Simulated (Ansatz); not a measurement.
Isomers of CH6Si2. Isolated molecules, 0 K electronic values unless said otherwise. Strings in code marks are SMILES.

Quantity: electronic energy of isomers of CH6Si2 relative to `C1[SiH2][SiH2]1`, in kcal/mol. The restricted reference of `C[SiH]=[SiH2]`, `C=[SiH][SiH3]` and `[SiH2]=C[SiH3]` is unstable towards unrestricted orbitals.

A: `C=[SiH][SiH3]`
B: `C[SiH]=[SiH2]`
C: `[SiH2]=C[SiH3]`

**Question.** Order them by electronic energy of isomers of CH6Si2 relative to `C1[SiH2][SiH2]1` (lowest first) at the level frozen-core CCSD(T)/cc-pVQZ // PBE0-D3(BJ)/def2-TZVP (Ansatz, a quantum-chemistry and plane-wave program).

**Answer.** C (6.04 kcal/mol), B (6.50 kcal/mol), A (8.55 kcal/mol)
